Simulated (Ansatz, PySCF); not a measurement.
Species: sum formula H3SiO3, charge 0, multiplicity 2. It need not be the lowest isomer of its formula. SMILES: O[Si](O)O
Coordinates optimised at B3LYP-D3(BJ)/def2-TZVP (Ansatz, a first-principles code):
```xyz
7

Si     0.2956     0.1430    -0.1661
O     -0.1234    -1.2927    -0.8566
O     -0.9908     1.1652    -0.2838
O      0.5966    -0.1230     1.4314
H     -0.3795    -1.2841    -1.7836
H     -0.9111     2.0318     0.1254
H      1.2937    -0.7462     1.6564
```
Charge 0, spin multiplicity 2.

Property: vertical ionisation energy (to the singlet state of charge +1; each state is the SCF solution reached for its spin; the molecule has degenerate orbitals, so one determinant may break the symmetry), in eV. Valence correlation only, unless marked. Open shells are spin-unrestricted. No spin-orbit coupling. Non-relativistic. CBS marks a two-point X^-3 extrapolation of the correlation energy; Hartree-Fock from the larger set. The bracket is a focal-point correction in the basis named.

```tsv
level	program	vertical ionisation energy (eV)
HF/aug-cc-pV(D+d)Z	Ansatz	8.27
HF/aug-cc-pV(T+d)Z	Ansatz	8.28
HF/aug-cc-pV(Q+d)Z	Ansatz	8.29
SVWN5/def2-TZVPD	Ansatz	8.09
PBE/def2-TZVPD	Ansatz	8.03
r2SCAN/def2-TZVPD	Ansatz	8.23
PBE0/def2-TZVPD	Ansatz	8.29
BHLYP/def2-TZVPD	Ansatz	8.41
CAM-B3LYP/def2-TZVPD	Ansatz	8.39
wB97X-V/def2-TZVPD	Ansatz	8.24
MP2/aug-cc-pV(D+d)Z	Ansatz	8.02
MP2/aug-cc-pV(T+d)Z	Ansatz	8.10
RI-MP2/aug-cc-pV(T+d)Z	Ansatz	8.10
RI-MP2/CBS(aug-cc-pV(T+d)Z,aug-cc-pV(Q+d)Z)	Ansatz	8.15
SCS-MP2/aug-cc-pV(D+d)Z	Ansatz	7.98
CCSD/aug-cc-pV(D+d)Z	Ansatz	8.16
CCSD/aug-cc-pV(T+d)Z	Ansatz	8.26
CCSD(T)/aug-cc-pV(D+d)Z	Ansatz	8.09
CCSD(T)/aug-cc-pV(T+d)Z	Ansatz	8.19
RI-MP2/CBS(aug-cc-pV(T+d)Z,aug-cc-pV(Q+d)Z)+[CCSD(T)-MP2]/aug-cc-pV(D+d)Z	Ansatz	8.22
RI-MP2/CBS(aug-cc-pV(T+d)Z,aug-cc-pV(Q+d)Z)+[CCSD(T)-MP2]/aug-cc-pV(T+d)Z	Ansatz	8.23
```

For comparison, minus the highest occupied orbital energy (PySCF): 6.96 eV at M06-2X/def2-TZVPD, 5.30 eV at TPSSh/def2-TZVPD, 9.29 eV at HF/def2-TZVPD.
